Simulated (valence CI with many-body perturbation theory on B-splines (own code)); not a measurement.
Values are calculated unless marked as measured or tabulated.
Level structure of Hg⁵⁷⁺

Method: relativistic CI+MBPT: five valence electrons over a frozen Dirac-Fock core [Ar], a basis of 7 s, 7 p, 8 d, 6 f, 4 g, 1 h functions for each j, with the one-electron correlation potential Σ1 (screened to all orders), the two-electron term Σ2, the three-electron term Σ3, Breit, model QED; selected single and double excitations, second order for the rest, scaled by the run's own slope (own B-spline code, finite nucleus).

The last digits are not significant, and no measured levels were compared; by estimate large intervals hold to a few tenths of a per cent, small ones and those within an open d or f shell to about a per cent. Among the levels kept, up to 500 cm⁻¹ of a level comes from second order outside the variational space, and about a tenth of that is noise between levels of different J, which matters for small intervals. The list stops below the first excitations out of the core. Only levels of the ground parity were solved; by the run's estimate the other parity begins above the list, which can be wrong where configurations are misplaced.

Levels 1 to 27 of 27, with energies above the lowest level, (3d3/2^4 3d5/2) J=5/2. "Leading %" is the weight of the configuration and term that name the level; weights of strongly mixed levels are sums over their largest components and can fall short, so below about 35 % the name and the second component can differ from the true leading terms, or belong to a minority configuration. In the jj column 3d3/2^4 stands for four electrons in 3d with j = 3/2.

| No. | Configuration | Term | J | E (cm⁻¹) | Leading % | Second component | g | Leading jj |
| --- | --- | --- | --- | --- | --- | --- | --- | --- |
| 1 | 3d5 | 2D | 5/2 | 0 | 27 | 24 % 3d5 4P | 1.250 | 3d3/2^4 3d5/2 (98 %) |
| 2 | 3d5 | 6S | 5/2 | 718650 | 32 | 22 % 3d5 2F | 1.323 | 3d3/2^3 3d5/2^2 (97 %) |
| 3 | 3d5 | 4G | 7/2 | 818930 | 31 | 26 % 3d5 2F | 1.158 | 3d3/2^3 3d5/2^2 (100 %) |
| 4 | 3d5 | 2H | 11/2 | 827530 | 46 | 30 % 3d5 4G | 1.091 | 3d3/2^3 3d5/2^2 (100 %) |
| 5 | 3d5 | 4D | 3/2 | 838250 | 38 | 27 % 3d5 4P | 1.129 | 3d3/2^3 3d5/2^2 (99 %) |
| 6 | 3d5 | 2G | 9/2 | 880970 | 34 | 24 % 3d5 4G | 1.125 | 3d3/2^3 3d5/2^2 (99 %) |
| 7 | 3d5 | 2D | 5/2 | 917550 | 37 | 23 % 3d5 4D | 1.123 | 3d3/2^3 3d5/2^2 (98 %) |
| 8 | 3d5 | 2F | 7/2 | 955310 | 39 | 35 % 3d5 2G | 1.063 | 3d3/2^3 3d5/2^2 (99 %) |
| 9 | 3d5 | 4P | 1/2 | 957580 | 37 | 34 % 3d5 2S | 1.754 | 3d3/2^3 3d5/2^2 (96 %) |
| 10 | 3d5 | 2D | 3/2 | 1119300 | 65 | 17 % 3d5 4F | 0.800 | 3d3/2^3 3d5/2^2 (95 %) |
| 11 | 3d5 | 6S | 5/2 | 1527100 | 37 | 26 % 3d5 4G | 1.319 | 3d3/2^2 3d5/2^3 (96 %) |
| 12 | 3d5 | 4D | 7/2 | 1606200 | 52 | 42 % 3d5 4G | 1.205 | 3d3/2^2 3d5/2^3 (100 %) |
| 13 | 3d5 | 4G | 11/2 | 1606500 | 51 | 49 % 3d5 2I | 1.087 | 3d3/2^2 3d5/2^3 (100 %) |
| 14 | 3d5 | 4G | 9/2 | 1625500 | 64 | 34 % 3d5 2G | 1.137 | 3d3/2^2 3d5/2^3 (99 %) |
| 15 | 3d5 | 2I | 13/2 | 1649200 | 100 |  | 1.063 | 3d3/2^2 3d5/2^3 (100 %) |
| 16 | 3d5 | 4D | 1/2 | 1675000 | 79 | 18 % 3d5 2S | 0.423 | 3d3/2^2 3d5/2^3 (99 %) |
| 17 | 3d5 | 4P | 3/2 | 1684800 | 54 | 35 % 3d5 4F | 1.156 | 3d3/2^2 3d5/2^3 (99 %) |
| 18 | 3d5 | 2F | 5/2 | 1692300 | 42 | 33 % 3d5 4D | 1.019 | 3d3/2^2 3d5/2^3 (99 %) |
| 19 | 3d5 | 2H | 9/2 | 1738200 | 53 | 47 % 3d5 4F | 1.093 | 3d3/2^2 3d5/2^3 (100 %) |
| 20 | 3d5 | 2G | 7/2 | 1759600 | 61 | 36 % 3d5 2F | 0.977 | 3d3/2^2 3d5/2^3 (100 %) |
| 21 | 3d5 | 2D | 3/2 | 1781700 | 83 | 16 % 3d5 4D | 0.855 | 3d3/2^2 3d5/2^3 (95 %) |
| 22 | 3d5 | 4F | 5/2 | 1782300 | 66 | 26 % 3d5 2D | 1.046 | 3d3/2^2 3d5/2^3 (99 %) |
| 23 | 3d5 | 2G | 7/2 | 1839200 | 48 | 32 % 3d5 2F | 1.024 | 3d3/2^2 3d5/2^3 (98 %) |
| 24 | 3d5 | 4P | 1/2 | 1841000 | 48 | 42 % 3d5 2P | 1.742 | 3d3/2^2 3d5/2^3 (92 %) |
| 25 | 3d5 | 2G | 9/2 | 1918500 | 81 | 10 % 3d5 4F | 1.101 | 3d3/2^2 3d5/2^3 (99 %) |
| 26 | 3d5 | 2P | 3/2 | 2057100 | 74 | 23 % 3d5 2D | 1.174 | 3d3/2^2 3d5/2^3 (99 %) |
| 27 | 3d5 | 2D | 5/2 | 2095300 | 81 | 9 % 3d5 2F | 1.171 | 3d3/2^2 3d5/2^3 (97 %) |

The ionisation energy to 3d4 3P_0 of the next ion comes out as 5780.3 eV (NIST: 5780 ± 6 eV (theoretical)). All 27 levels together are meant to be complete up to 2234300 cm⁻¹.
